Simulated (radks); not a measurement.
Results of a calculation; reference values are marked as such.
Ionisation of neutral samarium, [Xe] 4f6 6s2, to Sm+, [Xe] 4f6 6s1, under several functionals. Scalar-relativistic Kohn-Sham, spin-unpolarised, spherical densities, finite nucleus; a radial shooting solver on a logarithmic mesh with Libxc functionals.

| functional | E(Sm) (hartree) | Exc (hartree) | IE (eV) | -e(HOMO) (eV) | <r> HOMO (bohr) | IE error (eV) |
|---|---|---|---|---|---|---|
| RPBE | -10426.9283 | -235.6406 | 5.848 | 2.456 | 1.019 | +0.204 |
| AM05 | -10419.5942 | -228.2852 | 5.901 | 2.528 | 1.017 | +0.257 |
| r2SCAN | -10427.6236 | -235.6940 | 5.940 | 2.245 | 1.017 | +0.296 |
| PW91 | -10427.7760 | -236.4943 | 5.980 | 2.528 | 1.019 | +0.337 |
| SOGGA | -10422.3829 | -231.0706 | 5.857 | 2.431 | 1.019 | +0.213 |
| exchange-only r2SCAN | -10424.1028 | -232.1201 | 5.288 | 1.101 | 1.022 | -0.355 |

NIST Atomic Spectra Database: 5.644 eV (measured). Closest: RPBE. The Delta-SCF values span 0.69 eV, the total energies 8.18 hartree. The highest occupied level is 4f. Spin polarisation and multiplet splitting are left out, so open shells lie too high by an amount that depends on their filling. Spin-orbit splitting is averaged out at the scalar-relativistic level.

Beside tabulated values, note that spin-unpolarised runs miss the spin-polarisation part of the exchange energy of open shells.
